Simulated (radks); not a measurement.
The tellurium ion Te22+, configuration [Ar] 3d10 4s2. Calculated with a radial shooting solver on a logarithmic mesh with Libxc functionals: Dirac Kohn-Sham, LB94 model potential, spin-unpolarised, spherical densities, finite nucleus; Fermi nuclear charge, rms radius 4.7423 fm. Some entries of the table are withheld. Estimate them.

| orbital | occ. | eigenvalue (hartree) | <1/r> (bohr^-1) | r(max) (bohr) |
|---|---|---|---|---|
| 1s1/2 | 2 | -1192.021 | 55.63 | 0.01793 |
| 2s1/2 | 2 | -203.9754 | (1) | 0.1013 |
| 2p1/2 | 2 | -193.0105 | 12.98 | 0.07771 |
| 2p3/2 | 4 | -182.7763 | 12.01 | 0.08244 |
| 3s1/2 | 2 | (2) | 4.653 | 0.2910 |
| 3p1/2 | 2 | -54.63306 | 4.581 | 0.2769 |
| 3p3/2 | 4 | -52.68101 | 4.341 | 0.2873 |
| 3d3/2 | 4 | -44.69547 | (3) | 0.2319 |
| 3d5/2 | 6 | -44.27561 | (4) | 0.2349 |
| 4s1/2 | 2 | -26.48019 | 2.167 | 0.6475 |
| 4p1/2 | 0 | (5) | 2.107 | 0.6524 |
| 4p3/2 | 0 | (6) | 2.033 | 0.6701 |
| 5s1/2 | 0 | -15.20179 | 1.259 | (7) |

Answer. 
(1) 2s1/2 <1/r> (bohr^-1): 12.98
(2) 3s1/2 eigenvalue (hartree): -59.18194
(3) 3d3/2 <1/r> (bohr^-1): 4.218
(4) 3d5/2 <1/r> (bohr^-1): 4.156
(5) 4p1/2 eigenvalue (hartree): -24.73469
(6) 4p3/2 eigenvalue (hartree): -24.16694
(7) 5s1/2 r(max) (bohr): 1.180
